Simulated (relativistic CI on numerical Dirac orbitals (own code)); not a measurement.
**Level scheme of Br V**

Calculated at this level of theory: Dirac-Coulomb-Breit CI, KLI orbitals optimised for each configuration, a model potential for QED, valence Slater integrals scaled by 0.85, configuration energies shifted to the measured levels that pair with them (semi-empirical) (own radial code, finite nucleus).

Configuration list (outside the closed core [Ar] 3d10): 4s2 4p, 4s 4p2, 4s2 4d, 4s2 5s, 4p3, 4s 4p 4d, 4s2 4f, 4s 4p 4f, 4s2 5p, 4p 4d2, 4s2 5d, 4s2 6s, 4p2 4d, 4s 4p 5s, 4s2 6p, 4s2 5f, 4s 4d2, 4s2 5g, 4s2 6d, 4s 4p 5p, 4p 4f2, 4s2 6f, 4p2 4f, 4s 4p 5d, 4s 4p 6s, 4s 4d 4f, 4s 4p 6p, 4p2 5s, 4s 4p 5f, 4s 4p 5g. Levels of other configurations are missing.

The lowest level is 4s2 4p 2P°_1/2, with 97 % of that term; Hund's rules for 4s2 4p give 2P° with J = 1/2, in agreement.

```
No.  Configuration  Term    J  E (cm⁻¹)   %  Landé g  jj configuration (%)
  1         4s2 4p   2P°  1/2       0.0  97    0.666            4p1/2 (97)
  2         4s2 4p   2P°  3/2    5902.3  97    1.334            4p3/2 (97)
  3     4s 4p2(3P)    4P  1/2   93314.0  99    2.665       4s 4p1/2^2 (52)
  4     4s 4p2(3P)    4P  3/2   95688.5  99    1.733   4s 4p1/2 4p3/2 (91)
  5     4s 4p2(3P)    4P  5/2   98880.8  98    1.596       4s 4p3/2^2 (56)
  6     4s 4p2(1D)    2D  3/2  122772.3  89    0.803   4s 4p1/2 4p3/2 (63)
  7     4s 4p2(1D)    2D  5/2  123483.6  88    1.205   4s 4p1/2 4p3/2 (49)
  8     4s 4p2(1S)    2S  1/2  148399.2  87    1.859       4s 4p3/2^2 (48)
  9     4s 4p2(3P)    2P  1/2  158301.1  86    0.814   4s 4p1/2 4p3/2 (57)
 10     4s 4p2(3P)    2P  3/2  161313.3  96    1.331       4s 4p3/2^2 (59)
 11         4s2 4d    2D  3/2  187992.1  87    0.800            4d3/2 (87)
 12         4s2 4d    2D  5/2  188572.1  88    1.200            4d5/2 (88)
 13         4s2 5s    2S  1/2  213510.1  97    2.002               5s (97)
 14           4p3‡   2D°  3/2  239507.5  65    0.835            4p3/2 (35)
 15           4p3‡   2D°  5/2  240634.4  69    1.200    4p1/2 4p3/2^2 (69)
 16           4p3‡   4S°  3/2  244117.9  95    1.961    4p1/2 4p3/2^2 (65)
 17        4s2 5p‡   2P°  1/2  261296.6  87    0.666            5p1/2 (87)
 18        4s2 5p‡   2P°  3/2  262867.5  78    1.333            5p3/2 (78)
 19      4s 4p 4d‡   4F°  3/2  264411.0  97    0.419   4s 4p1/2 4d3/2 (78)
 20           4p3‡   2P°  1/2  264561.5  70    0.666    4p1/2 4p3/2^2 (70)
 21           4p3‡   2P°  3/2  265532.0  58    1.324          4p3/2^3 (44)
 22      4s 4p 4d‡   4F°  5/2  265672.3  98    1.031   4s 4p1/2 4d3/2 (37)
 23      4s 4p 4d‡   4F°  7/2  267526.0  98    1.240   4s 4p1/2 4d5/2 (42)
 24      4s 4p 4d‡   4F°  9/2  270155.4  99    1.334   4s 4p3/2 4d5/2 (99)
 25      4s 4p 4d‡   4P°  5/2  280458.4  74    1.537   4s 4p1/2 4d5/2 (82)
 26      4s 4p 4d‡   4P°  3/2  281462.6  51    1.471   4s 4p1/2 4d3/2 (42)
 27      4s 4p 4d‡   4D°  1/2  282267.8  77    0.601   4s 4p1/2 4d3/2 (60)
 28      4s 4p 4d‡   4P°  1/2  284843.3  77    2.068   4s 4p3/2 4d3/2 (96)
 29      4s 4p 4d‡   4D°  3/2  285287.4  51    1.455   4s 4p3/2 4d3/2 (83)
 30      4s 4p 4d‡   4D°  7/2  285364.0  98    1.426   4s 4p3/2 4d5/2 (67)
```

Energies count from the lowest computed level; ° marks odd parity. Percentages are summed over parent terms; the parents shown are those of the largest component, closed shells are left out there. Filled j subshells are mostly left out of the jj labels. ‡ marks configurations that were not tied to measured data.

The mean weight of the leading LS term, summed over parents, in these 30 levels is 85 %, and that of the leading jj configuration (from the same eigenvectors) 69 %, so LS coupling describes them better.

Configurations whose levels could be paired with our table of measured levels were shifted onto them, all but the ground configuration, by the median error of their levels; single terms can still be off by 1,000 to 2,000 cm⁻¹ or more, and rates follow the energies as ν³ (E1, M1) or ν⁵ (E2). The others borrow a shift and can be off by several thousand cm⁻¹ or more. 8 of the 8 excited levels that our extract of the measured tables holds in this range could be paired (the sources list more); they are missed by 124 cm⁻¹ on average and 302 at most, after the shifts were fitted to these levels, and levels without a partner can miss by more.

LS names give the leading component of a level, which can be under half, so a name can repeat, a term be missing and a line seem to break the LS rules.
